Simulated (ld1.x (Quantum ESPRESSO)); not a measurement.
**u(r) = r·R(r): atom against pseudo-atom (O (Z = 8))**

Columns: radius, all-electron u(r) and pseudo u(r) of the 2s shell (level -23.76 eV) of oxygen in the configuration [He] 2s2 2p4; PBEsol, non-relativistic, TM scheme, ld1.x (Quantum ESPRESSO) 7.5.

```csv
r (bohr),all-electron,pseudo
0.093,0.4187,-0.0902
0.185,0.2892,-0.1873
0.278,-0.0036,-0.3014
0.370,-0.3000,-0.4347
0.463,-0.5499,-0.5859
0.555,-0.7335,-0.7338
0.648,-0.8573,-0.8542
0.740,-0.9278,-0.9273
0.833,-0.9577,-0.9577
0.925,-0.9565,-0.9565
1.018,-0.9332,-0.9332
1.110,-0.8950,-0.8950
1.203,-0.8468,-0.8468
1.295,-0.7935,-0.7935
1.388,-0.7370,-0.7370
1.480,-0.6806,-0.6806
1.573,-0.6246,-0.6246
1.665,-0.5713,-0.5713
1.758,-0.5200,-0.5200
1.850,-0.4724,-0.4724
1.943,-0.4275,-0.4275
2.035,-0.3864,-0.3864
2.128,-0.3481,-0.3481
2.220,-0.3135,-0.3135
2.313,-0.2816,-0.2816
2.405,-0.2529,-0.2529
```

How many radial nodes do the two functions have?

The all-electron 2s function has n − l − 1 = 1; the pseudo-wave has 0, since the states of the same l below it are removed with the core.

At about which radius was the pseudo-wave matched?

0.85 bohr. The columns agree to 0.0005 from 0.74 bohr on; several derivatives are matched, so the curves merge somewhat inside the radius.

Is the pseudo-wave norm-conserving?

Yes: the TM scheme keeps the norm inside the radius equal to the all-electron one, which fixes the energy derivative of the logarithmic derivative at the level.
